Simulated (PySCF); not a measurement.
**Electric field gradients and quadrupole coupling constants**

Species: C4H17NSi3.
Cartesian coordinates in Å at the GFN2-xTB level; atoms count from 1:
```xyz
25
C4H17NSi3 angstrom
C     -1.196   -1.806   -1.117
C     -0.509   -0.511   -0.653
C     -1.385    0.680   -1.028
C      0.862   -0.396   -1.330
Si     1.916    1.105   -0.795
Si     2.259    1.287    1.479
N     -0.307   -0.536    0.788
Si    -1.494   -0.237    1.999
H     -2.163   -1.913   -0.631
H     -1.345   -1.795   -2.195
H     -0.587   -2.672   -0.862
H     -1.418    0.792   -2.109
H     -2.399    0.535   -0.661
H     -0.988    1.591   -0.591
H      1.428   -1.308   -1.120
H      0.717   -0.373   -2.412
H      3.179    0.925   -1.538
H      1.321    2.311   -1.395
H      2.551    0.005    2.134
H      3.438    2.128    1.733
H      1.155    1.909    2.210
H      0.359   -1.258    1.023
H     -2.719   -1.051    1.905
H     -1.885    1.171    1.931
H     -0.802   -0.558    3.246
```

Field gradients from the PBE0/pcSseg-1 density (PySCF, non-relativistic), principal values in atomic units, ordered |Vxx| ≤ |Vyy| ≤ |Vzz|:

| atom | Vxx | Vyy | Vzz |
| --- | --- | --- | --- |
| N7 | 0.3167 | 0.6529 | -0.9696 |

Question: Find the asymmetry η = (Vxx − Vyy)/Vzz and the couplings χ = eQV/h (234.96 MHz × Q in barn × V in au), with Q(14N) = 0.02044 b.

Answer: 
```
atom             environment  nucleus     η  χzz (MHz)  χxx (MHz)  χyy (MHz)
  N7  silicon-bound nitrogen      14N  0.35     -4.657      1.521      3.136
```

The tensor is traceless: Vxx + Vyy + Vzz = 0.

Question: What is Vzz at N7 in SI units (1 au = 9.71736 × 10²¹ V/m²)?

Answer: -0.9696 au = -9.422 × 10²¹ V/m².

Question: And the gradient at the other heavy atoms, for which no coupling is worked out here?

Answer: 
```tsv
atom	environment	Vzz (au)	η
C1	methyl carbon	0.042	0.22
C2	sp3 carbon bound to nitrogen	0.210	0.15
C3	methyl carbon	0.046	0.49
C4	sp3 carbon bound to silicon	-0.059	0.80
Si5	SiH2 silicon	0.059	0.92
Si6	SiH3 silicon	-0.048	0.88
Si8	SiH3 silicon	0.264	0.31
```

Were the hydrogens deuterons (Q(2H) = 0.00286 b), χzz would run from 103 kHz (H23) to 277 kHz (H22).

Isolated species at its GFN2-xTB geometry (one conformer only). GFN2-xTB bond lengths can be off by several hundredths of an ångström, more for odd bonds, and the gradients follow them. The basis is small and wasn't made for field gradients, so the couplings can be 20 % off.
